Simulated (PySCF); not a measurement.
# Dy⁴⁰⁺: ionisation energy

Dy⁴⁰⁺ [Ar] 3d8 [3d3/2^4 3d5/2^4, M_J = 4] → Dy⁴¹⁺ [Ar] 3d7 [3d3/2^4 3d5/2^3, M_J = 9/2], as a difference of total energies. Computed with PySCF 2.14 in an uncontracted even-tempered set (16 s from 8.5 bohr⁻², ratio 2.8; 12 p from 11 bohr⁻², ratio 2.8; 8 d from 11 bohr⁻², ratio 2.8; 3 f from 41 bohr⁻², ratio 3), with the two-component X2C-1e Hamiltonian. Correlated levels: [Ne] frozen; the 74 highest virtual spinors dropped. "Screened" scales the spin-orbit matrix elements by Boettger's factors to mimic the two-electron term; Breit and QED terms are absent.

| method | ionisation energy (eV) |
| --- | --- |
| GHF (spin-free) | 3112.4 |
| GMP2 (spin-free) | 3113.6 |
| GHF (screened spin-orbit) | 3099.1 |
| GMP2 (screened spin-orbit) | 3100.2 |

Breit and QED terms and the two-electron picture change are absent.

The spin-free rows relax to the high-spin LS determinant and lack the spin-orbit shift.

The labels give the starting determinants; with spin-orbit coupling the two ends relaxed to ⟨J²⟩ = 20.00, ⟨L²⟩ = 12.90, ⟨S²⟩ = 1.82 and ⟨J²⟩ = 24.75, ⟨L²⟩ = 15.41, ⟨S²⟩ = 2.67.

For comparison: 3098 ± 4 eV (theoretical estimate listed by NIST; NIST Atomic Spectra Database, ionization energies).
